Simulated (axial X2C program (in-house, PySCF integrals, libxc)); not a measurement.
# Which molecule has these constants?

Calculated with an in-house all-electron X2C program for linear molecules (integrals from PySCF), spin-free (one-electron X2C) or two-component (2c: spin–orbit coupling with atomic mean-field Coulomb and Gaunt terms, which also bring small scalar terms), in Dyall basis sets with cores contracted in-house; open shells are unrestricted.

A two-component PBE0 calculation in a Dyall 3-zeta basis gave Re = 3.358 Å, ωe = 149.4 cm⁻¹, De = 0.61 eV, dipole magnitude 7.12 D, Ω = 2.

Problem. Which molecule is it?
A. KB
B. KIn
C. KAl

Solution. C. The others have KIn 3.705 Å and 97.4 cm⁻¹ (Ω = 0); KB 2.835 Å and 274.1 cm⁻¹ (Ω = 2).

Each entry is the lowest single determinant of a limited PBE0 search at one distance. De goes to single-determinant-based atoms at the same level (for ions the charge split of lowest energy) and is withheld (n/a) where an atom does not fit its ground term or J level. Main or longest-lived isotopes. One determinant is a doubtful description, or other states lie close, for KAl, KIn, KB; these need not be ground states, and all values refer to the states named. Some open-shell Ω = 0 determinants are out of reach, so the Ω given for KAl, KB need not be the lowest component. With several unpaired electrons the Ω given is that of one determinant, not necessarily of the lowest component. Some light 2c atoms are not at their ground J level, so De misses part of their lowering (0.04 eV or less). The functionals have no current term, which raises determinants with orbital currents. Where the atoms have a lower orbital projection than the molecule, De at mean-field level may be about a tenth of an eV too small.
